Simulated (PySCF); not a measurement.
# Correlation energy of Ru³⁰⁺ (ruthenium, charge +30)

[Ne] 3s2 3p2, high-spin 3P determinant. Computed with PySCF 2.14 in an even-tempered Gaussian basis (18 s from 4.1 bohr⁻², ratio 2.5; 12 p from 5.4 bohr⁻², ratio 2.5; 5 d from 23 bohr⁻², ratio 2.7; 4 f from 34 bohr⁻², ratio 2.7), with scalar relativity by spin-free X2C-1e. Frozen: 1s2; 12 electrons correlated; the 22 highest virtual orbitals of each spin left out.

```
  level  correlation energy (mhartree)
   CCSD                        -505.47
    (T)                          -1.37
CCSD(T)                        -506.84
```

Diagnostics: T1 = 0.00095, D1 = 0.0041, largest double amplitude 0.065.

Spin-orbit coupling is strong in this species (close to jj coupling), so the high-spin LS determinant is a model state, not a physical level.

Cost of the coupled-cluster step: roughly 26 core-seconds, for 12 correlated electrons.

Iterations:

```
CC2 = 0
CCSD nocc = (np.int64(7), np.int64(5)), nmo = (84, 84)
frozen orbitals [[0, 85, 86, 87, 88, 89, 90, 91, 92, 93, 94, 95, 96, 97, 98, 99, 100, 101, 102, 103, 104, 105, 106], [0, 85, 86, 87, 88, 89, 90, 91, 92, 93, 94, 95, 96, 97, 98, 99, 100, 101, 102, 103, 104, 105, 106]]
max_cycle = 100
direct = 0
conv_tol = 1e-08
conv_tol_normt = 1e-06
diis_space = 8
diis_start_cycle = 0
Init t2, MP2 energy = -0.482927463531599
Init E_corr(UCCSD) = -0.482927463531615
cycle = 1  E_corr(UCCSD) = -0.499506195031326  dE = -0.0165787315  norm(t1,t2) = 0.0168582
cycle = 2  E_corr(UCCSD) = -0.503779193679392  dE = -0.00427299865  norm(t1,t2) = 0.00507141
cycle = 3  E_corr(UCCSD) = -0.505499260309929  dE = -0.00172006663  norm(t1,t2) = 0.00163178
cycle = 4  E_corr(UCCSD) = -0.505474394561648  dE = 2.48657483e-05  norm(t1,t2) = 9.89917e-05
cycle = 5  E_corr(UCCSD) = -0.505474826511351  dE = -4.31949703e-07  norm(t1,t2) = 4.45501e-06
cycle = 6  E_corr(UCCSD) = -0.505474768334979  dE = 5.81763715e-08  norm(t1,t2) = 2.8894e-07
cycle = 7  E_corr(UCCSD) = -0.505474767989549  dE = 3.4543024e-10  norm(t1,t2) = 3.28067e-08
UCCSD converged
E(UCCSD) = -3856.229110603069  E_corr = -0.5054747679895489
UCCSD(T) correction = -0.0013728933721329
```

At this charge the one-electron X2C treatment keeps the bare 1/r₁₂, with no two-electron picture change or Breit term. The effect here is smaller than on the frozen 1s shell; and a scalar Hamiltonian misses the large spin-orbit splitting of the p shells, which matters for ns² → np² pairs.

Spin-orbit coupling is strong in this species, so the high-spin LS determinant is a model state.
